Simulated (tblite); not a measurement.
A geometry optimisation, step by step.

Species: C₆H₁₀OSSi.
SMILES with atom numbers: `[CH2:1]=[CH:2][Si@@H:3]1[CH2:4][C@:5]([CH3:6])([CH:7]=[O:8])[S:9]1` (hydrogens: H10, H11 on C1; H12 on C2; H13 on Si3; H14, H15 on C4; H16, H17, H18 on C6; H19 on C7)

Computed with GFN2-xTB (tblite), gas phase: L-BFGS steps from a force-field or distance-geometry start until the largest atomic force falls under 0.01 eV/Å. 5 of its 194 geometries are shown.

Step 0: E = -732.1618 eV, largest atomic force 3.091 eV/Å
```
atom  x, y, z in Å  |  force x, y, z in eV/Å
C1      3.185   -0.103    0.031   -1.307  -0.327  -0.144
C2      2.566    0.850    0.724    2.549   0.145   0.091
Si3     0.784    0.980    0.984   -1.336   0.994   0.359
C4     -0.207   -0.553    0.654    0.726  -2.748   1.216
C5     -1.197   -0.056   -0.346   -0.273   0.007  -0.325
C6     -2.550    0.152    0.306    0.178  -0.475   1.241
C7     -1.254   -0.901   -1.592    0.559   1.843  -2.292
O8     -0.978   -0.391   -2.681   -0.632  -1.565   1.989
S9     -0.363    1.505   -0.752   -0.088   1.402  -0.729
H10     4.249   -0.163   -0.097   -0.019  -0.083  -0.085
H11     2.519   -0.852   -0.430    0.923   0.218   0.054
H12     3.215    1.591    1.196   -0.299  -0.037  -0.063
H13     0.335    1.685    2.207    0.170  -0.105  -0.246
H14     0.417   -1.376    0.190   -0.616   0.611   0.669
H15    -0.675   -0.946    1.587    0.246  -0.205  -0.714
H16    -3.368    0.207   -0.403   -0.014   0.130   0.066
H17    -2.482    1.066    0.939   -0.311  -0.604  -0.536
H18    -2.672   -0.728    1.002   -0.422   0.832  -0.704
H19    -1.534   -1.958   -1.506   -0.033  -0.033   0.155
```

Step 48: E = -732.7745 eV, largest atomic force 0.043 eV/Å
```
atom  x, y, z in Å  |  force x, y, z in eV/Å
C1      3.287   -0.045   -0.036    0.007   0.009  -0.039
C2      2.655    0.874    0.679    0.014  -0.011   0.001
Si3     0.804    0.960    0.963    0.006   0.014   0.015
C4     -0.231   -0.624    0.736   -0.008   0.005  -0.002
C5     -1.215   -0.035   -0.297    0.003   0.035  -0.009
C6     -2.617    0.153    0.260   -0.002  -0.006  -0.003
C7     -1.253   -0.918   -1.511    0.031  -0.007   0.016
O8     -0.799   -0.680   -2.590    0.019  -0.007  -0.003
S9     -0.441    1.612   -0.672   -0.025  -0.016  -0.013
H10     4.359   -0.037   -0.158    0.009  -0.002  -0.018
H11     2.767   -0.840   -0.545   -0.024  -0.010   0.023
H12     3.239    1.654    1.150   -0.007  -0.004   0.016
H13     0.478    1.680    2.194   -0.012   0.011   0.020
H14     0.330   -1.458    0.313    0.000   0.012   0.003
H15    -0.751   -0.993    1.618    0.007  -0.018  -0.002
H16    -3.246    0.668   -0.462    0.011   0.022  -0.009
H17    -2.577    0.747    1.171    0.004   0.000  -0.009
H18    -3.064   -0.814    0.484   -0.017  -0.021   0.033
H19    -1.736   -1.895   -1.286   -0.017  -0.006  -0.021
```

Step 96: E = -732.8158 eV, largest atomic force 0.158 eV/Å
```
atom  x, y, z in Å  |  force x, y, z in eV/Å
C1      3.184   -0.006   -0.218    0.004   0.009  -0.001
C2      2.654    0.834    0.661    0.000  -0.018  -0.011
Si3     0.818    0.986    1.012    0.042  -0.024  -0.001
C4     -0.241   -0.586    0.845   -0.010   0.026   0.063
C5     -1.211   -0.050   -0.234    0.005  -0.036   0.044
C6     -2.644    0.082    0.242   -0.036  -0.011  -0.001
C7     -1.106   -0.905   -1.465    0.043   0.006  -0.085
O8     -0.147   -0.963   -2.182   -0.051  -0.086   0.035
S9     -0.489    1.637   -0.582   -0.048  -0.063  -0.014
H10     4.249   -0.059   -0.392   -0.041  -0.005   0.004
H11     2.575   -0.672   -0.812    0.017   0.058   0.013
H12     3.300    1.487    1.235    0.011  -0.032  -0.060
H13     0.533    1.744    2.229    0.004   0.020   0.022
H14     0.294   -1.471    0.501    0.010   0.060  -0.026
H15    -0.771   -0.865    1.752   -0.095  -0.041   0.001
H16    -3.253    0.528   -0.543   -0.012   0.001   0.056
H17    -2.690    0.719    1.122    0.002   0.013  -0.019
H18    -3.056   -0.896    0.496    0.029   0.024  -0.020
H19    -2.008   -1.534   -1.653    0.123   0.099   0.000
```

Step 145: E = -733.0294 eV, largest atomic force 0.018 eV/Å
```
atom  x, y, z in Å  |  force x, y, z in eV/Å
C1      2.976    0.084   -0.533    0.000  -0.006   0.008
C2      2.616    0.740    0.563    0.005   0.000  -0.006
Si3     0.835    0.982    1.099    0.005  -0.007   0.002
C4     -0.301   -0.546    1.108   -0.001  -0.001  -0.006
C5     -1.192   -0.132   -0.067   -0.005  -0.006  -0.004
C6     -2.676   -0.098    0.220   -0.010   0.000  -0.002
C7     -0.831   -0.797   -1.355    0.003  -0.003  -0.001
O8      0.153   -1.464   -1.542    0.007   0.009   0.000
S9     -0.535    1.569   -0.498   -0.013   0.000   0.003
H10     4.011   -0.042   -0.811   -0.006   0.001  -0.004
H11     2.250   -0.361   -1.195    0.010  -0.009   0.005
H12     3.380    1.164    1.202   -0.003   0.011  -0.008
H13     0.647    1.901    2.218    0.004  -0.007   0.000
H14     0.204   -1.486    0.887   -0.007   0.000   0.003
H15    -0.884   -0.682    2.018    0.002   0.007  -0.008
H16    -3.225    0.279   -0.641    0.009  -0.001   0.001
H17    -2.876    0.555    1.067   -0.009  -0.012  -0.005
H18    -3.030   -1.102    0.451    0.001   0.013   0.013
H19    -1.531   -0.554   -2.177    0.010   0.011   0.009
```

Step 193: E = -733.0366 eV, largest atomic force 0.008 eV/Å
```
atom  x, y, z in Å  |  force x, y, z in eV/Å
C1      2.979   -0.029   -0.479    0.002  -0.001   0.000
C2      2.607    0.783    0.503    0.000   0.001   0.003
Si3     0.841    0.980    1.103   -0.001  -0.001  -0.001
C4     -0.301   -0.542    1.099   -0.001   0.000   0.000
C5     -1.202   -0.108   -0.060    0.006   0.001  -0.003
C6     -2.689   -0.133    0.213    0.004   0.001   0.000
C7     -0.809   -0.701   -1.373    0.003  -0.001  -0.004
O8      0.188   -1.346   -1.576   -0.007  -0.002   0.004
S9     -0.593    1.628   -0.418    0.003   0.000   0.001
H10     4.008   -0.107   -0.795   -0.001   0.001   0.000
H11     2.272   -0.645   -1.010    0.002  -0.001  -0.001
H12     3.356    1.384    1.004    0.001   0.003   0.001
H13     0.691    1.853    2.264   -0.001   0.000  -0.003
H14     0.186   -1.490    0.870   -0.003   0.001  -0.002
H15    -0.876   -0.671    2.014   -0.001  -0.001  -0.001
H16    -3.241    0.244   -0.646   -0.002  -0.004   0.001
H17    -2.922    0.492    1.072   -0.001   0.000   0.004
H18    -3.009   -1.154    0.420    0.000   0.001   0.001
H19    -1.497   -0.427   -2.193   -0.001   0.002   0.000
```

**Question.** Summarise the path.

**Answer.** The energy falls by 0.8749 eV from step 0 to step 193; nine tenths of that is first reached at step 113. It rises by more than 0.2 meV at steps 94 and 97. The largest force goes from 3.091 to 0.008 eV/Å. Among the bonds C2–Si3 changes most, from 1.805 to 1.876 Å; the atoms move by 0.753 Å rms after alignment.

**Question.** Follow the three bonds and two angles with the largest change from start to end.

**Answer.** 
| step | E above end (eV) | largest force (eV/Å) | C2–Si3 (Å) | C5–S9 (Å) | Si3–C4 (Å) | C7–C5–S9 (°) | C2–C1–H11 (°) |
| --- | --- | --- | --- | --- | --- | --- | --- |
| 0 | 0.8749 | 3.091 | 1.805 | 1.816 | 1.855 | 108.3 | 115.0 |
| 8 | 0.3804 | 0.242 | 1.874 | 1.860 | 1.906 | 108.4 | 122.8 |
| 17 | 0.3229 | 0.257 | 1.877 | 1.854 | 1.909 | 112.1 | 121.6 |
| 25 | 0.3000 | 0.148 | 1.880 | 1.853 | 1.908 | 111.8 | 122.3 |
| 34 | 0.2770 | 0.153 | 1.877 | 1.850 | 1.906 | 112.8 | 122.4 |
| 42 | 0.2649 | 0.056 | 1.877 | 1.856 | 1.905 | 112.1 | 122.0 |
| 50 | 0.2615 | 0.049 | 1.876 | 1.855 | 1.905 | 111.5 | 122.3 |
| 59 | 0.2588 | 0.045 | 1.877 | 1.856 | 1.905 | 111.1 | 122.3 |
| 67 | 0.2546 | 0.105 | 1.875 | 1.856 | 1.905 | 111.8 | 122.1 |
| 76 | 0.2506 | 0.043 | 1.875 | 1.856 | 1.905 | 111.8 | 122.0 |
| 84 | 0.2465 | 0.080 | 1.878 | 1.860 | 1.905 | 111.6 | 122.0 |
| 92 | 0.2321 | 0.121 | 1.870 | 1.867 | 1.900 | 110.9 | 122.1 |
| 101 | 0.1991 | 0.400 | 1.876 | 1.865 | 1.906 | 106.9 | 121.4 |
| 109 | 0.1514 | 0.933 | 1.884 | 1.884 | 1.913 | 99.6 | 123.4 |
| 117 | 0.0447 | 0.402 | 1.876 | 1.881 | 1.898 | 97.6 | 123.3 |
| 126 | 0.0168 | 0.071 | 1.875 | 1.876 | 1.902 | 95.4 | 122.6 |
| 134 | 0.0106 | 0.045 | 1.876 | 1.876 | 1.903 | 95.7 | 121.8 |
| 143 | 0.0074 | 0.033 | 1.876 | 1.875 | 1.904 | 96.9 | 121.9 |
| 151 | 0.0062 | 0.039 | 1.875 | 1.874 | 1.903 | 96.8 | 122.1 |
| 159 | 0.0038 | 0.037 | 1.875 | 1.875 | 1.904 | 96.3 | 121.9 |
| 168 | 0.0024 | 0.027 | 1.876 | 1.875 | 1.903 | 96.5 | 122.1 |
| 176 | 0.0019 | 0.028 | 1.876 | 1.874 | 1.904 | 96.7 | 122.0 |
| 185 | 0.0003 | 0.031 | 1.876 | 1.875 | 1.904 | 96.7 | 122.2 |
| 193 | 0.0000 | 0.008 | 1.876 | 1.873 | 1.903 | 96.6 | 122.0 |

The cost below is that of the whole relaxation. Hardware: one thread of an Arm Neoverse N1, shared host. Cost: 3.1 s of wall time.
